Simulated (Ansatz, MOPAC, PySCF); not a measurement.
Complex: NH3 (SMILES N) (first 4 atoms) with HF (SMILES F); geometry from B3LYP-D3(BJ)/def2-TZVP.
(charge 0, multiplicity 1):
```xyz
6

N      0.03820     0.17655     0.30490
H     -0.23874    -0.74046    -0.02746
H     -0.60024     0.85723    -0.09152
H      0.96518     0.37180    -0.05658
F      0.01015     0.27594     2.94085
H      0.02039     0.23969     1.97939
```

Interaction energies are E(AB) − E(A) − E(B) at the monomers' geometry in the complex; basis-set methods are counterpoise corrected.

Rows in 6-31G* carry no dispersion term and start afresh at each structure (6-31G* with six Cartesian d functions). MP2/6-31G* freezes PySCF's default core. The state reached by PM7 isn't checked; PM7 holds dispersion and hydrogen-bond terms.

The values were computed with Ansatz (Gaussian orbitals); MOPAC for PM7 (differences of heats of formation); PySCF for 6-31G* rows. Each number belongs to the level named beside it.

**Question.** One of these levels gives -81.9 kJ/mol for the interaction energy. Which one is it?
(A) r2SCAN/def2-TZVPPD
(B) SVWN5/def2-TZVPPD
(C) PM7
(D) MP2/6-31G*

**Answer.** B, SVWN5/def2-TZVPPD. The others give -14.7 (PM7), -62.3 (r2SCAN/def2-TZVPPD), -52.7 (MP2/6-31G*)

Ansatz is a first-principles code.
